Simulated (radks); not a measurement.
Fractional charge and spin in the 3d shell of zinc: the spin-up occupation runs from 4 to 5 and the spin-down occupation from 4 to 5; the fullest corner is Zn, [Ar] 4s2 3d(up 5, down 5). Calculated with a radial shooting solver on a logarithmic mesh with Libxc functionals: non-relativistic Kohn-Sham, PBEsol, spin-polarised, spherical densities, point nucleus. Energy (eV) minus the two flat planes that join the four corners (they meet along the diagonal where the two added fractions sum to one electron); zero is where a piecewise linear energy would lie.

down \ up,4,4.5,5
4,0.000,-2.397,0.000
4.5,-2.397,0.284,-1.967
5,0.000,-1.967,0.000

Corners above the fullest one (they belong to Zn+ and the next ion): (up 5, down 4) 18.140 eV, (up 4, down 5) 18.140 eV, (up 4, down 4) 54.926 eV. With half an added electron in each spin the energy lies 0.284 eV from the planes, and with half an added electron in spin up alone -2.397 eV. The planes are only a guide here: the flat-plane condition holds for ground states with one frontier orbital, while this shell lies below other occupied shells, so the corners above the fullest one are inner-hole states and not the ground states of those ions.
